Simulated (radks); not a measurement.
Results of a calculation; reference values are marked as such.
All-electron atom: Ge in [Ar] 3d10 4s2 4p2. Level of theory: scalar-relativistic Kohn-Sham, PBE, spin-polarised, spherical densities, finite nucleus; open shells are filled with parallel spins first; Fermi nuclear charge, rms radius 4.0742 fm (a radial shooting solver on a logarithmic mesh with Libxc functionals).

Unscreened Slater integrals over Kohn-Sham orbitals (hartree). They are taken over the spin-up orbitals.

| integral | value |
|---|---|
| F0(4p,4p) | 0.31900 |
| F2(4p,4p) | 0.16205 |
| F0(4p,4s) | 0.36094 |
| G1(4p,4s) | 0.22544 |
| F0(4p,3d) | 0.42377 |
| F2(4p,3d) | 0.073871 |
| G1(4p,3d) | 0.026976 |
| G3(4p,3d) | 0.022753 |
| F0(4p,3p) | 0.42704 |
| F2(4p,3p) | 0.062557 |
| G0(4p,3p) | 0.014094 |
| G2(4p,3p) | 0.015948 |
| F0(4s,4s) | 0.42569 |
| F0(4s,3d) | 0.54656 |
| G2(4s,3d) | 0.050922 |
| F0(4s,3p) | 0.55315 |
| G1(4s,3p) | 0.030778 |
| F0(3d,3d) | 1.2570 |
| F2(3d,3d) | 0.58406 |
| F4(3d,3d) | 0.36390 |
| F0(3d,3p) | 1.3185 |
| F2(3d,3p) | 0.62386 |
| G1(3d,3p) | 0.76518 |
| G3(3d,3p) | 0.46729 |
| F0(3p,3p) | 1.3967 |
| F2(3p,3p) | 0.69781 |

Derived for the open shells (J is the average intra-shell exchange parameter used in DFT+U). 4p: J = F2/5 = 0.03241 hartree; in LS coupling 1D lies 6 F2/25 = 0.03889 hartree above 3P.
